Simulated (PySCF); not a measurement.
The numbers are results of ωB97X-D3(BJ)/def2-TZVP // PBE0-D3(BJ)/def2-SVP in PySCF, not measurements. All species are isolated molecules in the gas phase. One relaxed conformer stands for a flexible species; it need not be the lowest. Delta-SCF ions had no search for a lower state. Excitations are Tamm–Dancoff values on a coarser integration grid. The basis has no diffuse functions, so Rydberg states are missing or too high.

Reference species (SMILES): `C[O][Ge]([OH])([OH])[OH]` (neutral, multiplicity 1).

```
Item                                            Value
-------------------------------------------  --------
HOMO–LUMO gap                                12.71 eV
vertical ionisation energy (Delta-SCF)       10.79 eV
brightest of the four lowest singlets (TDA)   8.35 eV
```

Changed species: `[OH][Ge]([OH])([OH])[OH]` (0 of 4 OH replaced by OCH3; the reference has 1 of 4 OH replaced by OCH3).

Task: Predict the effect on the HOMO–LUMO gap, vertical ionisation energy (Delta-SCF) and brightest of the four lowest singlets (TDA).

Result: the HOMO–LUMO gap goes up by 0.85 eV, to 13.56 eV; the vertical ionisation energy (Delta-SCF) rises by 1.21 eV, to 12.00 eV; the brightest of the four lowest singlets (TDA) rises by 0.06 eV, to 8.41 eV.
